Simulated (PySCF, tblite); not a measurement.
Complex of Mg2+ and 3 × hydrogen fluoride

A gas-phase complex of Mg2+ and 3 × hydrogen fluoride; charge +2, singlet. The structure comes from a short search (6 tight-binding starts) and was relaxed by PBE0-D3(BJ)/def2-TZVPD; another way of binding may lie lower. No frequency run checks that it is a minimum.

Parts: 1 = Mg2+ ([Mg+2]), atoms 1, charge +2; 2 = hydrogen fluoride (F), atoms 2–3; 3 = hydrogen fluoride (F), atoms 4–5; 4 = hydrogen fluoride (F), atoms 6–7.

Coordinates in Å:
```
Mg1     0.821   -0.081   -0.847
F2      0.603    1.810   -0.837
H3      0.521    2.752   -0.819
F4     -0.473   -1.145   -1.753
H5     -1.091   -1.720   -2.181
F6      2.305   -0.882    0.040
H7      3.041   -1.291    0.470
```

Contacts between parts, classed by geometry: Mg1···F2 1.904 Å (ion contact); Mg1···F4 1.905 Å (ion contact); Mg1···F6 1.905 Å (ion contact).

Interaction energies are complex less parts, with the parts frozen as they stand in it; counterpoise-corrected, in kcal/mol (PySCF).

(1) How strongly do the parts interact, level by level?

(2) What holds them together? Decompose the wB97M-D3(BJ)/def2-TZVPD energy: frozen parts, their antisymmetrised product, then relaxation.

(3) Are the pair energies additive?

The parts were also relaxed and run alone, at the levels used for the complex: shieldings by PBE0/pcSseg-2; core levels by delta-SCF with SCAN, pcX-2 on the ionised atom and pcseg-1 elsewhere, spin-free X2C.

Values alone: shielding of Mg1 (ppm): 695.0; shielding of F2 (ppm): 410.5; shielding of F4 (ppm): 410.5; Mg1 1s core level (eV): 1334.62; F2 1s core level (eV): 694.11.

(4) How do these values change when the complex forms?

Results:

(1) 
```
                  level  interaction  superposition error removed
wB97M-D3(BJ)/def2-TZVPD      -149.65                        -0.26
 PBE0-D3(BJ)/def2-TZVPD      -150.91                        -0.27
```

(2) electrostatic -102.6, Pauli repulsion +36.1, orbital relaxation -81.8, dispersion correction -1.6 kcal/mol, which sum to the value before the counterpoise correction; the Pauli term holds the exchange-correlation of the frozen density too. Of the attraction, 55 % is electrostatic, 44 % is orbital relaxation, 1 % is dispersion correction.

(3) The pairs sum to -165.11 kcal/mol (1–2 -55.8, 1–3 -55.8, 1–4 -55.8, 2–3 0.8, 2–4 0.8, 3–4 0.8); the rest of +15.47 is a many-body weakening.

(4) 
```csv
property,alone,in the complex,change
shielding of Mg1 (ppm),695.0,626.6,-68.4
shielding of F2 (ppm),410.5,423.1,+12.6
shielding of F4 (ppm),410.5,423.0,+12.4
Mg1 1s core level (eV),1334.62,1327.29,-7.33
F2 1s core level (eV),694.11,706.63,+12.52
```

Multiply charged ions in the gas phase bind far more strongly than in solution.
